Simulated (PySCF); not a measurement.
## Electron correlation in Te(2+) (tellurium, charge +2)

[Kr] 4d10 5s2 5p2, high-spin 3P determinant. Calculation: PySCF 2.14, in cc-pVDZ-PP with ECP28MDF (4s3p2d, 23 functions); a scalar-relativistic core potential. Frozen: 4s2 4p6 4d10; 4 electrons correlated.

MP2 pair energies summed by pair of shells (mhartree):

| pair | energy | share (%) |
| --- | --- | --- |
| 5s-5p | -22.05 | 61.1 |
| 5s-5s | -10.46 | 29.0 |
| 5p-5p | -3.60 | 10.0 |

Total MP2 correlation energy: -36.12 mhartree.

Same-spin part -5.84 and opposite-spin part -30.28 mhartree; SCS-MP2 scales them by 1/3 and 6/5 to -38.28 mhartree.

```
  level  correlation energy (mhartree)
   CCSD                         -50.30
    (T)                          -0.45
CCSD(T)                         -50.75
```

Diagnostics: T1 = 0.0061, D1 = 0.0166, largest double amplitude 0.094.

Question: Is a single reference adequate?

Answer: Mostly. T1 lies below 0.03, but a double amplitude of this size points to a near-degeneracy that CCSD handles and MP2 describes poorly.
